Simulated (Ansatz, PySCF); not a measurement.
This PySCF input computes a B3LYP/def2-TZVPD energy:

```python
from pyscf import gto, scf, dft

mol = gto.M(
    atom='''
    Si   -0.00674366   -0.19492723    0.00764285
    Cl    2.30743074    0.06672930    0.07200120
    Cl   -2.29751271    0.21995399   -0.08324168
    H    -0.07602845   -1.02381537    1.24471350
    H     0.00183316   -1.12081928   -1.16062514
    ''',
    basis='def2-tzvpd',
    charge=-1,
    spin=1,
    verbose=4,
)

mf = dft.UKS(mol, xc='b3lyp').density_fit(auxbasis='def2-universal-jkfit')
mf.grids.level = 3
mf.conv_tol = 1e-9
mf.max_cycle = 100
mf.max_memory = 1500
mf.kernel()
if not mf.converged:
    mf = mf.newton()
    mf.kernel(mf.make_rdm1())
for _ in range(2):
    mo, _, stable, _ = mf.stability(return_status=True)
    if stable:
        break
    mf.kernel(mf.make_rdm1(mo, mf.mo_occ))
mf.analyze()
```

### Question
Write an input for the same energy in Ansatz (a quantum-chemistry and plane-wave program) and say what it gives.

### Answer

Ansatz 0.2 input:
```yaml
crystal:
  periodic: [false, false, false]
  atoms:
    - {symbol: Si, position_ang: [-0.00674366, -0.19492723, 0.00764285]}
    - {symbol: Cl, position_ang: [2.30743074, 0.06672930, 0.07200120]}
    - {symbol: Cl, position_ang: [-2.29751271, 0.21995399, -0.08324168]}
    - {symbol: H, position_ang: [-0.07602845, -1.02381537, 1.24471350]}
    - {symbol: H, position_ang: [0.00183316, -1.12081928, -1.16062514]}
basis:
  gaussian:
    orbitals: def2-TZVPD
hamiltonian:
  xc: {name: B3LYP}
total_charge: -1
magnetization: {spin_polarized: true, initial_magnetization: 1}
output: {forces: true}
```
It gives -1211.29839 Eh, and PySCF -1211.29845 Eh, a difference of 0.06 mEh, from the treatment of integrals and grids.
